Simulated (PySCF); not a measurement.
ClH3O3Ti, SMILES [OH][Ti]([OH])([OH])[Cl], multiplicity 1. Heavy atoms are numbered as in [Ti:1]([Cl:2])([OH:3])([OH:5])[OH:7]. Hydrogens are named by the atom that carries them.

Coordinates come from a r2SCAN-D4/def2-SVP optimisation. The spin state was assumed, not searched. The structure was generated by enumeration; whether it is a known compound was not checked. The values are those of a single conformer.

All values below come from PySCF with PBE0/pcSseg-1.

GIAO shieldings, no solvent; atoms alike by connectivity are averaged. δ = σ(ref) − σ: ³⁵Cl against HCl (σ = 945.9 ppm); ¹⁷O against H2O (σ = 334.2 ppm); ¹H against TMS (σ = 31.56 ppm), references at their B3LYP-D3(BJ)/def2-TZVP geometries, non-relativistic (without spin–orbit terms, shifts of atoms bonded to Cl or Br come out too high).

| nucleus | atoms | count | δ (ppm) |
|---|---|---|---|
| ³⁵Cl | Cl2 | 1 | 498.4 |
| ¹⁷O | O3 (OH) | 3 | 378.0 |
| ¹H | H on O3 | 3 | 8.55 |
